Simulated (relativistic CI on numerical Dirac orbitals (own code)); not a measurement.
A reference radial Dirac CI calculation of Ga gave the lowest total energy -1941.12509 Ha in 12 SCF steps, from this input:

```
atom Ga  Z=31  charge=0  electrons=31
nucleus A=69  rms_radius_fm=3.9973
hamiltonian dirac-coulomb  breit=on  qed=on  c_scale=1
orbitals kli  potential=per-configuration
slater_scale 1
correlation none
mixing on
grid step=0.0125 r_max=149
scf mixing=0.4 start=green max_iterations=150 tolerance=2e-08 node_fill=0.05
configurations
  [Ar] 3d10 4s2 4p
end
```

One setting was then changed, and the output read:

```
SCF 1: [Ar] 3d10 4s2 4p
 iter      energy (Ha)   residual   last orbital (Ha)
    1     -1938.658702   1.36e+00     -0.32774
    2     -1942.463180   2.19e-01     -0.20309
    3     -1942.528217   8.91e-02     -0.19355
    4     -1942.547099   2.98e-02     -0.19813
    5     -1942.545268   1.41e-02     -0.19810
    6     -1942.546632   3.84e-03     -0.20081
    7     -1942.546471   4.78e-04     -0.20044
    8     -1942.546415   3.63e-04     -0.20045
    9     -1942.546441   1.26e-05     -0.20047
   10     -1942.546440   4.67e-06     -0.20047
   11     -1942.546440   2.50e-08     -0.20047
   12     -1942.546440   8.77e-09     -0.20047
orbital energies (Ha): 3s -5.6240  3p1/2 -3.8954  3p3/2 -3.7639  3d3/2 -0.8678  3d5/2 -0.8509  4s -0.4260  4p1/2 -0.2042  4p3/2 -0.2005
configuration averages (Ha): Dirac-Coulomb, Breit, QED
  4p                           -1942.546440    0.851235    0.000000
levels: no., configuration, term, J, E (cm-1), weight
   1 4p                     2P*  1/2              0.0  1.00
   2 4p                     2P*  3/2            776.2  1.00
lowest total energy -1941.697562 Ha
end: converged
```

Which setting was changed?
A. QED terms
B. node fill of the KLI weights
C. SCF tolerance
D. grid step

A. The QED terms off.
